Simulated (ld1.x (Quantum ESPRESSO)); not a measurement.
Ranking PAW potentials for Cl (Z = 17)

All share these settings but for the change named:

chlorine, PAW, made with ld1.x (Quantum ESPRESSO) 7.5 (PBE, non-relativistic). Core [Ne], reference 3s2 3p5. Waves: 3s (bound): rcut 0.95, rcutus 1.25 bohr; 3s channel at 0.5 Ry: rcut 0.95, rcutus 1.25 bohr; 3p (bound): rcut 1.30, rcutus 1.45 bohr; 3p channel at 4.1 Ry: rcut 1.30, rcutus 1.45 bohr; 3d channel at 0.3 Ry: rcut 0.90, rcutus 1.10 bohr; 3d channel at 2.3 Ry: rcut 0.90, rcutus 1.10 bohr. Local part: all-electron potential smoothed inside 0.85 bohr (lloc = -2). Core correction: a·sin(br)/r model core, default radius (ld1.x builds one for every PAW set, though the input has nlcc=.false.). Augmentation charge: PSQ, inside the norm-conserving radii.

Test errors are all-electron minus pseudo excitation energies from the reference, over 3s2 3p4; 3s2 3p3; 3s2 3p2; 3s2 3p4.5; 3s2 3p5.3; 3s1 3p5; 3s1 3p6. None of these files shows a bound ghost.

The base gives 11.0 meV.

Of 6 variants that were run, those that failed, showed a ghost or another fault, or gave nearly equal values are left out.

A variant can come out equal or close to the base, since the largest error may sit in a test that the change hardly touches while other tests move.

Task: Rank these variants by their largest absolute test error, smallest first.
A. local potential all-electron potential smoothed inside 0.80 bohr (lloc = -2)
B. local potential all-electron potential smoothed inside 1.15 bohr (lloc = -1)
C. wave 3p channel at 4.1 Ry: rcut 1.30, rcutus 1.45 bohr becomes 3p channel at -0.05 Ry: rcut 1.30, rcutus 1.45 bohr
D. waves 3p (bound): rcut 1.30, rcutus 1.96 bohr; 3p channel at 4.1 Ry: rcut 1.30, rcutus 1.96 bohr

Result: D (4.4 meV), A (10.6 meV), B (12.2 meV), C (14.4 meV).
